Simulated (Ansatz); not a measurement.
Isolated molecules relaxed with PBE0-D4/def2-TZVP in Ansatz; ΔE leaves out vibrations. CBS: MP2 limit from def2 TZ/QZ plus the TZ coupled-cluster correction, frozen cores. This one scheme is used for every species. DFT in def2-TZVPP. One conformer a species, not always the lowest.

Reaction (ligand exchange at the Si–N bond): `O[SiH](F)N[Si](O)(F)F` + CH₃OH → `CO[Si](O)(F)F` + `N[SiH](O)F`

Q: Is it downhill or uphill in electronic energy at CCSD(T)/CBS, and by how much? (An estimate is asked.)

A: Computed: Downhill: ΔE = -34.3 kJ/mol.

Q: What do these levels give: r2SCAN-D4, ωB97M-V, PBE, CCSD(T)/def2-TZVPP, MP2/def2-QZVPP, SCS-MP2/def2-QZVPP? (Best estimate.)

A: The calculation gave: r2SCAN-D4 -33.9, ωB97M-V -33.3, PBE -32.7, CCSD(T)/def2-TZVPP -34.4, MP2/def2-QZVPP -35.3, SCS-MP2/def2-QZVPP -37.3 kJ/mol.

Largest T1 diagnostic among the species: 0.012.

The D4 term adds +6.3 kJ/mol with B3LYP and +3.6 kJ/mol with PBE0; it sums over pairs of atoms, weighted by their polarisabilities, and B3LYP, whose exchange is more repulsive, gets the larger term. In def2-TZVPP, CCSD(T) changes the Hartree–Fock value by +11.2 kJ/mol (the triples alone add +1.7 kJ/mol) and MP2 by +10.5 kJ/mol.

B3LYP here is the variant with VWN-RPA as its local correlation; programs differ in this.
